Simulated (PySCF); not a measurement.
# Spinor energies of Pb²⁺ (lead, charge +2)

Start: [Xe] 4f14 5d10 6s2. Calculated with PySCF 2.14 in x2c-TZVPPall-2c with one added diffuse shell each of s, p, d, f type (12s12p10d4f, 126 functions): generalised Hartree-Fock with the X2C-1e Hamiltonian and a Gaussian nucleus; spin-orbit coupling (SO) screened by Boettger's factors.

```csv
spinor shell,electrons,"ε, screened SO (eV)",weight of nominal j (screened SO),"rms radius, screened SO (bohr)"
1s1/2,2,-88487.8,1.000,0.0181
2s1/2,2,-15995.5,1.000,0.0730
2p1/2,2,-15337.6,1.000,0.0617
2p3/2,4,-13143.2,1.000,0.0700
3s1/2,2,-3924.8,1.000,0.186
3p1/2,2,-3628.7,1.000,0.178
3p3/2,4,-3132.3,1.000,0.195
3d3/2,4,-2651.2,1.000,0.170
3d5/2,6,-2546.0,1.000,0.175
4s1/2,2,-940.77,1.000,0.408
4p1/2,2,-811.50,1.000,0.412
4p3/2,4,-688.27,1.000,0.446
4d3/2,4,-477.56,1.000,0.455
4d5/2,6,-453.91,1.000,0.466
5s1/2,2,-183.86,1.000,0.915
4f5/2,6,-178.35,1.000,0.493
4f7/2,8,-173.37,1.000,0.495
5p1/2,2,-137.49,1.000,0.985
5p3/2,4,-114.50,1.000,1.07
5d3/2,4,-47.810,1.000,1.35
5d5/2,6,-44.910,1.000,1.40
6s1/2,2,-30.202,1.000,2.37
```

| quantity | screened SO |
| --- | --- |
| E (hartree) | -20902.74915 |
| M_J | 0 |
| ⟨J²⟩ | 0.000 |
| ⟨L²⟩ | 0.199 |
| ⟨S²⟩ | 0.199 |

Breit and QED terms are absent; they matter most for the inner s and p1/2 levels.

Densities and radii are taken from the X2C orbitals without a picture-change correction, which distorts them close to the nucleus.
